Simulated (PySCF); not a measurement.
Geometry (Å), atoms numbered from 1 in this order:
```xyz
14

O     0.907   -1.984   -0.928
C     1.640   -1.051   -0.626
C     1.180    0.121    0.013
C     0.122    0.837    0.416
O    -1.134    0.974    0.547
Si   -2.303   -0.202    0.085
O    -1.623   -1.595   -0.257
C     1.450    1.474    0.584
F     1.795    2.501   -0.270
H     2.716   -1.090   -0.851
H    -3.059   -0.302    1.319
H    -2.927    0.468   -1.046
H    -0.694   -1.793   -0.549
H     1.929    1.643    1.542
```

A single conformation, no solvent model, non-relativistic Hamiltonian. Structure optimised with GFN2-xTB; shieldings: GIAO PBE0/pcSseg-1; PySCF 2.14.

δ = σ(ref) − σ, references computed at the same level: TMS for 13C and 1H and 29Si; 17O vs H2O; CFCl3 for 19F.

```tsv
atoms	nucleus	count	Hirshfeld charge	δ (ppm)
Si6	29Si	1	0.49	-29.7
C4	13C	1	0.11	166.2
F9	19F	1	-0.14	-170.9
H11	1H	1	-0.07	5.11
O1	17O	1	-0.18	?
C3	13C	1	-0.07	94.6
H10	1H	1	0.06	9.49
H14	1H	1	0.05	?
H12	1H	1	-0.07	?
O5	17O	1	-0.15	189.2
C2	13C	1	0.13	186.4
O7	17O	1	-0.32	45.8
C8	13C	1	0.04	70.7
H13	1H	1	0.11	?
```

Question: Fill in the missing shifts.

Answer: 
- H13: 10.46 ppm, hydrogen on an oxygen bonded to Si; labile proton, position sensitive to the medium
- H14: 5.43 ppm, hydrogen on a three-membered-ring carbon; its carbon carries F, an electronegative neighbour
- H12: 5.35 ppm, hydrogen on a silicon bonded to 2 O
- O1: 587.6 ppm, aldehyde oxygen

Exchangeable OH/NH protons stand at their gas-phase positions; hydrogen bonding in a real sample shifts them, mostly to higher δ. Shifts are as computed. Against solution values, carbons near 30 ppm lie about +3 ppm off and those near 130 ppm about +5 ppm. Of 1211 compounds with measured shifts, 218 miss one by over three times the rms of a fit or turn the order of signals round; such compounds aren't used in these exercises. Unscaled 19F shifts against computed CFCl3 carry errors that often reach 10 to 50 ppm. Unscaled 17O shifts of doubly bonded oxygen tend to come out too high, by tens of ppm or more. Experimental scales use liquid or dissolved standards, which lie at an offset from isolated H2O (liquid H2O: subtract about 36 ppm).
